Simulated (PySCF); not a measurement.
`C=C(Br)C#[N+][AlH3-]`. Level of theory: PBE0-D3(BJ)/def2-SVP geometry optimisation, gas phase (PySCF).

```
atom  x, y, z in Å
C1    -2.6425    0.0524    0.2243
C2    -1.6251   -0.7260   -0.1643
Br3   -1.8450   -2.4086   -0.9727
C4    -0.2676   -0.3301    0.0060
N5     0.8324   -0.0060    0.1391
Al6    2.7549    0.6024    0.4145
H7    -3.6771   -0.2667    0.0842
H8    -2.4454    1.0218    0.6883
H9     2.4513    2.0983    0.9082
H10    3.1993   -0.4697    1.5206
H11    3.3030    0.4065   -1.0788
```

Which two atoms are farthest apart?

H7···H11, 7.11 Å; the next longest distance is 7.03 Å.

Work out the bond lengths C1=C2, C1–H7, C2–Br3, C2–C4, Al6–H10, Al6–H11 in Å.

For C1=C2 the difference vector is (1.0174, -0.7784, -0.3886) Å, of length 1.3387 Å. C1=C2 1.339; C1–H7 1.092; C2–Br3 1.880; C2–C4 1.424; Al6–H10 1.603; Al6–H11 1.603 Å.

Give the dihedral angles H7–C1–C2–C4, H8–C1–C2–Br3, H7–C1–C2–Br3, H8–C1–C2–C4.

H7–C1–C2–C4 180° (antiperiplanar); H8–C1–C2–Br3 180° (antiperiplanar); H7–C1–C2–Br3 0° (synperiplanar); H8–C1–C2–C4 0° (synperiplanar). Dihedral signs follow IUPAC: positive where, seen along the central bond, the front bond turns clockwise onto the rear one.

What is the repulsion energy of the bare nuclei, Σ ZA·ZB/RAB?

397.32 Eh over 55 pairs, with full nuclear charges and distances in bohr; the largest single term is 59.12 Eh (C2 with Br3).

How far apart are these pairs, which share no bond: C2···H9, C2···H11, N5···H11, H7···H9?

C2···H9 5.074 Å (4 bonds apart); C2···H11 5.139 Å (4 bonds apart); N5···H11 2.785 Å (2 bonds apart); H7···H9 6.620 Å (6 bonds apart).

Write the matrix of distances between heavy atoms (Å, lower triangle).

```
C1    0.000
C2    1.339  0.000
Br3   2.850  1.880  0.000
C4    2.415  1.424  2.787  0.000
N5    3.476  2.579  3.765  1.154  0.000
Al6   5.429  4.613  5.670  3.189  2.035  0.000
```

No frequency check.
